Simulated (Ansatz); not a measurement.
C3H7Cl2InO (`CC(C)[O][In]([Cl])[Cl]`). The species carries charge 0 and has multiplicity 1. In takes the def2 core potential.

```xyz
14

C    -0.9570    0.5124   -0.8623
C     0.2785   -0.2196   -0.3756
C     0.4099   -1.5930   -1.0014
O     0.2319   -0.4143    1.0327
In    0.3712    1.0971    2.2704
Cl    0.9903    3.1846    1.4981
Cl    0.0026    0.7739    4.5116
H    -1.0163    1.5164   -0.4285
H    -0.9431    0.6303   -1.9484
H    -1.8563   -0.0436   -0.5848
H     1.1652    0.3737   -0.6438
H     0.4856   -1.5160   -2.0886
H     1.3001   -2.0993   -0.6252
H    -0.4626   -2.2026   -0.7541
```

(1) What are the harmonic wavenumbers in cm⁻¹ at PBE0-D4/def2-TZVP (Ansatz, finite differences of forces, unscaled)? (Estimate.)

(2) Is this a minimum?

(3) Give the ideal-gas thermochemistry at 298.15 K and 1 bar (rigid rotor, harmonic oscillator; point group C1, symmetry number 1).

(4) And at 400, 500, 600, 800 and 1000 K?

(5) Rotational constants (cm⁻¹)?

Answers

(1) The calculation gave: 33, 44, 60, 88, 110, 167, 228, 266, 301, 359, 390, 404, 465, 631, 858, 925, 942, 996, 1147, 1162, 1190, 1364, 1372, 1395, 1405, 1470, 1472, 1486, 1496, 2989, 3034, 3053, 3107, 3126, 3134, 3141.

(2) Yes, all 36 modes are real.

(3) Zero-point energy 262.0 kJ/mol; H(298) − E = 292.2 kJ/mol; entropy 450.2 J/(mol·K), of which translation 177.5, rotation 128.1, vibration 144.6; G(298) − E = 157.9 kJ/mol. Modes under 100 cm⁻¹ are hindered rotations or soft bends, so the harmonic entropy is rough.

(4) 
| T (K) | H − E (kJ/mol) | S (J/mol/K) | G − E (kJ/mol) |
| --- | --- | --- | --- |
| 400 | 308.3 | 496.6 | 109.7 |
| 500 | 326.5 | 537.0 | 58.0 |
| 600 | 346.6 | 573.6 | 2.4 |
| 800 | 391.4 | 637.9 | -118.9 |
| 1000 | 440.9 | 693.1 | -252.2 |

(5) 0.05295, 0.02427, 0.01793.
